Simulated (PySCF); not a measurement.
**1,1-dimethylpropyl formate (SMILES CCC(C)(C)OC=O)**

Molfile (atoms numbered from 1):
```
C6H12O2
     RDKit          3D

 20 19  0  0  0  0  0  0  0  0999 V2000
   -1.9331    0.4472    0.6174 C   0  0  0  0  0  0  0  0  0  0  0  0
   -0.6686   -0.3122    0.9855 C   0  0  0  0  0  0  0  0  0  0  0  0
    0.2852   -0.6037   -0.1797 C   0  0  0  0  0  0  0  0  0  0  0  0
   -0.3872   -1.4040   -1.2839 C   0  0  0  0  0  0  0  0  0  0  0  0
    1.5393   -1.3183    0.3078 C   0  0  0  0  0  0  0  0  0  0  0  0
    0.6545    0.6391   -0.8505 O   0  0  0  0  0  0  0  0  0  0  0  0
    1.3018    1.6095   -0.2230 C   0  0  0  0  0  0  0  0  0  0  0  0
    1.6655    1.6278    0.9199 O   0  0  0  0  0  0  0  0  0  0  0  0
   -2.6022   -0.1403   -0.0291 H   0  0  0  0  0  0  0  0  0  0  0  0
   -2.5000    0.7131    1.5216 H   0  0  0  0  0  0  0  0  0  0  0  0
   -1.6977    1.3832    0.0881 H   0  0  0  0  0  0  0  0  0  0  0  0
   -0.9277   -1.2856    1.4347 H   0  0  0  0  0  0  0  0  0  0  0  0
   -0.1078    0.2439    1.7503 H   0  0  0  0  0  0  0  0  0  0  0  0
   -0.7830   -2.3475   -0.8811 H   0  0  0  0  0  0  0  0  0  0  0  0
   -1.2147   -0.8377   -1.7325 H   0  0  0  0  0  0  0  0  0  0  0  0
    0.3348   -1.6382   -2.0794 H   0  0  0  0  0  0  0  0  0  0  0  0
    1.2720   -2.3221    0.6694 H   0  0  0  0  0  0  0  0  0  0  0  0
    2.0221   -0.7651    1.1231 H   0  0  0  0  0  0  0  0  0  0  0  0
    2.2571   -1.4332   -0.5181 H   0  0  0  0  0  0  0  0  0  0  0  0
    1.4674    2.4432   -0.9406 H   0  0  0  0  0  0  0  0  0  0  0  0
  1  2  1  0
  2  3  1  0
  3  4  1  0
  3  5  1  0
  3  6  1  0
  6  7  1  0
  7  8  2  0
  1  9  1  0
  1 10  1  0
  1 11  1  0
  2 12  1  0
  2 13  1  0
  4 14  1  0
  4 15  1  0
  4 16  1  0
  5 17  1  0
  5 18  1  0
  5 19  1  0
  7 20  1  0
M  END
```

Level of theory: quadratic response CAM-B3LYP/aug-cc-pVDZ first hyperpolarisability, Taylor convention, gas phase (PySCF 2.14.0). Geometry: PBE0-D3(BJ)/def2-SVP.

(1) Give the tensor of the second harmonic β(−2ω;ω,ω) at 1907 nm in the axes of these coordinates.

## Answers

(1) In au, Taylor convention; rows are the first index (the induced dipole):
```tsv
	xx	yy	zz	xy	xz	yz
x	+19.0	-6.5	-4.1	+3.5	+10.6	-12.0
y	+3.5	+28.9	-6.6	-6.5	-12.0	+6.9
z	+10.6	+6.9	+56.5	-12.1	-4.2	-6.7
```
Norm of βᵢ = ⅓ Σⱼ (βᵢⱼⱼ + βⱼᵢⱼ + βⱼⱼᵢ): 78.7 au, hyper-Rayleigh value 32.4 au.
